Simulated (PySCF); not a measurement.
trans-1,3,3,3-tetrafluoropropene (C3H2F4), SMILES F/C=C/C(F)(F)F. Geometry: PBE-D3(BJ)/def2-SVP.

Computed equilibrium geometry at PBE-D3(BJ)/def2-SVP (PySCF confirms it by a frequency run) as a Z-matrix, and its point group:
point group Cs.
```
C
C 1 1.3404
F 2 1.3328 1 122.24
H 1 1.0997 2 121.35 3 0.00
H 2 1.1026 3 113.38 1 180.00
C 1 1.4944 4 116.83 2 180.00
F 6 1.3559 1 111.23 4 -59.44
F 6 1.3559 7 106.77 1 -121.51
F 6 1.3563 7 107.49 8 -115.09
```
